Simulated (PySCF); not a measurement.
Compound: C4H10BNO.
Z-matrix (Å and degrees, PBE0-D3(BJ)/def2-SVP geometry), rows numbered from 1:
```
C 
B   1  1.5826
C   2  1.5767  1  121.33
N   2  1.4420  1  121.22  3  -179.42
C   4  1.4556  2  121.98  1  -179.60
C   4  1.3862  2  122.19  1     1.30
O   6  1.2050  4  125.10  2   179.55
H   1  1.1050  2  110.18  3   107.06
H   1  1.0992  2  111.27  3   -11.17
H   1  1.1011  2  114.19  3  -133.44
H   3  1.0987  2  113.09  1    -3.66
H   3  1.1049  2  110.15  1   116.80
H   3  1.1032  2  111.85  1  -126.24
H   5  1.1002  4  111.07  2   -64.48
H   5  1.0968  4  108.57  2   175.94
H   5  1.0990  4  110.87  2    55.93
H   6  1.1090  4  112.64  2    -0.27
```

Level: B3LYP/def2-SVPD in PySCF, non-relativistic, on one gas-phase PBE0-D3(BJ)/def2-SVP geometry that isn't relaxed in the solvent. The solvent is an IEF-PCM continuum (Bondi radii, 1.10 Å for H, scaled by 1.2), and excitations are vertical TDDFT with non-equilibrium linear response and a frozen core. The model holds no explicit solvent molecules, cavitation or dispersion.

```json
{"run": "gas", "E − E(gas) (kcal/mol)": "0.00", "HOMO (eV)": "-7.52", "HOMO–LUMO gap (eV)": "6.52", "dipole (D)": "2.92", "lowest singlet (eV)": "4.99", "static polarisability (au)": "75.8"}
{"run": "P", "E − E(gas) (kcal/mol)": "-2.10", "HOMO (eV)": "-7.57", "HOMO–LUMO gap (eV)": "6.63", "dipole (D)": "3.29", "lowest singlet (eV)": "5.07", "static polarisability (au)": "84.7"}
{"run": "Q", "E − E(gas) (kcal/mol)": "-5.45", "HOMO (eV)": "-7.66", "HOMO–LUMO gap (eV)": "6.79", "dipole (D)": "3.87", "lowest singlet (eV)": "5.22", "static polarisability (au)": "101.5"}
```

Question: The runs were made in cyclohexane and water. Which run belongs to which solvent?

Answer: P = cyclohexane, Q = water. The dielectric constants are 2.017 (cyclohexane), 78.36 (water), and the energy falls further as ε rises. The optical constants n² used for the excitations are 2.04, 1.78 in the same order. In this model the ground state sees the solvent through ε alone.

Question: How constant is the ratio of the lowering to (ε − 1)/(2ε + 1)?

Answer: 
| solvent | (ε − 1)/(2ε + 1) | E − E(gas) (kcal/mol) | ratio (kcal/mol) | polarisation term (kcal/mol) |
| --- | --- | --- | --- | --- |
| cyclohexane | 0.202 | -2.10 | -10.4 | -2.28 |
| water | 0.490 | -5.45 | -11.1 | -6.69 |

The ratio changes by +6.7 % in size from cyclohexane to water. The polarisation term is half the interaction of the solute with the induced surface charges.
